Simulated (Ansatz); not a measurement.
Geometry optimisation, RKS BLYP-D4/def2-SVP (Ansatz).

The input (input.yaml):

```yaml
crystal:
  periodic: [false, false, false]
  atoms:
    - { symbol: C, position_ang: [-1.3747, -0.1478, -0.794] }
    - { symbol: C, position_ang: [0.0755, -0.018, -0.5674] }
    - { symbol: Sn, position_ang: [0.6597, -1.5397, 0.8001] }
    - { symbol: Si, position_ang: [0.6196, 1.6714, 0.1258] }
    - { symbol: F, position_ang: [2.2188, 1.7327, 0.322] }
    - { symbol: H, position_ang: [-1.9787, 0.0523, 0.1451] }
    - { symbol: H, position_ang: [-1.7161, 0.6764, -1.5285] }
    - { symbol: H, position_ang: [-1.6388, -1.0821, -1.2314] }
    - { symbol: H, position_ang: [0.6205, -0.1484, -1.4843] }
    - { symbol: H, position_ang: [0.2807, -3.1102, 0.1844] }
    - { symbol: H, position_ang: [2.4121, -1.4339, 1.0813] }
    - { symbol: H, position_ang: [-0.1154, -1.2895, 2.354] }
    - { symbol: H, position_ang: [-0.1711, 1.8825, 1.4092] }
    - { symbol: H, position_ang: [0.095, 2.7252, -0.7875] }
basis:
  gaussian: { orbitals: def2-SVP }
hamiltonian:
  xc: blyp
  dispersion: d4
relax:
  f_tol: 0.015
  max_steps: 40
```

Run as:

```bash
$ ansatz run input.yaml --threads 2 --pin off --max-ram 3072MiB --backend cpu --events-out ev --progress --plain --runs-dir out
```

Question: Where does it end, and by what steps?

Answer: The run converged. The force dipped under the threshold on the way, but the program's further checks kept it going. After 17 steps the energy has fallen by 0.436 eV; F5 moved furthest, 0.71 Å.

| step | energy less start (eV) | largest force component (eV/Å) | accepted |
| --- | --- | --- | --- |
| 0 | 0.0000 | 2.885 | yes |
| 1 | -0.3248 | 0.975 | yes |
| 2 | -0.3889 | 0.496 | yes |
| 3 | -0.4021 | 0.259 | yes |
| 4 | -0.4064 | 0.064 | yes |
| 5 | -0.4095 | 0.119 | yes |
| 6 | -0.4126 | 0.277 | yes |
| 7 | -0.4157 | 0.207 | yes |
| 8 | -0.4230 | 0.212 | yes |
| 9 | -0.4168 | 0.359 | no |
| 10 | -0.4290 | 0.161 | yes |
| 11 | -0.4321 | 0.073 | yes |
| 12 | -0.4344 | 0.092 | yes |
| 13 | -0.4353 | 0.069 | yes |
| 14 | -0.4340 | 0.146 | no |
| 15 | -0.4360 | 0.030 | yes |
| 16 | -0.4362 | 0.006 | yes |
| 17 | -0.4362 | 0.012 | yes |

```xyz
14
Properties=species:S:1:pos:R:3
C -1.458 -0.154 -0.842
C 0.050 0.039 -0.547
Sn 0.833 -1.544 0.810
Si 0.475 1.726 0.166
F 1.923 1.593 0.954
H -2.075 -0.038 0.074
H -1.833 0.588 -1.580
H -1.675 -1.159 -1.258
H 0.643 -0.102 -1.476
H 0.021 -3.017 0.368
H 2.543 -1.736 0.620
H 0.451 -1.162 2.458
H -0.557 2.153 1.165
H 0.646 2.784 -0.885
```

The run took 42 s on 2 threads of INTEL(R) XEON(R) PLATINUM 8581C CPU @ 2.10GHz (Emerald Rapids) (shared host), peak memory 0.2 GiB.
